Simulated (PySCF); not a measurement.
## Predicted spectroscopic data

Computational details: B3LYP/pcJ-1 coupling constants (spin–dipole term left out of most H,H and C,H couplings), geometry: PBE0-D3(BJ)/def2-SVP, GIAO PBE0/pcSseg-1 shieldings, in PySCF 2.14.0 with density-fitted response routines (non-relativistic Hamiltonian, rapidly exchanging positions averaged, a single conformation, in vacuum).

Referencing at the same level of theory: TMS for ¹H (31.27 ppm), ¹³C (184.41 ppm). Multiplet labels drop J under 1 Hz and among equivalent protons, and merge close values. Unscaled 3J(H,H) run several per cent high. Splittings of carbon signals by F and P are missing where no couplings were computed. Where no couplings were computed, multiplicities follow the n + 1 count of equivalent neighbours, and m marks all less simple cases (inequivalent or close neighbours, rings, F or P nearby). Shifts are as computed. Against solution values, carbons near 30 ppm lie about +2 ppm off and those near 130 ppm about +5 ppm. Of 1211 compounds with measured shifts, 218 miss one by over three times the rms of a fit or turn the order of signals round; such compounds aren't used in these exercises.

**1.** `C#C[C@@H]1C[C@@H](F)/C1=C\OC`, C8H9FO. ¹H NMR (400 MHz, computed): δ 6.40 (m, 1H), 5.68 (m, 1H), 3.83 (s, 3H), 3.61 (m, 1H), 2.51 (m, 1H), 2.32 (m, 1H), 2.04 (d, 1H). ¹³C{¹H} NMR (computed): δ 156.1 (CH), 112.8 (C), 90.6 (C), 88.4 (CH), 75.1 (CH), 56.8 (CH3), 37.5 (CH2), 25.0 (CH).

**2.** `InChI=1S/C4H7N/c1-3-5-4-2/h3-4H,1H2,2H3/b5-4-`. ¹H NMR (400 MHz, computed): δ 7.54 (qd, J = 6.1, 2.7 Hz, 1H), 7.05 (d of d of quint, J = 16.7, 10.0, 2.4 Hz, 1H), 4.42 (dd, J = 10.0, 1.3 Hz, 1H), 4.20 (dd, J = 16.7, 1.3 Hz, 1H), 1.97 (dd, J = 6.1, 2.3 Hz, 3H). ¹³C{¹H} NMR (computed): δ 163.9, 151.4, 99.8, 18.7.
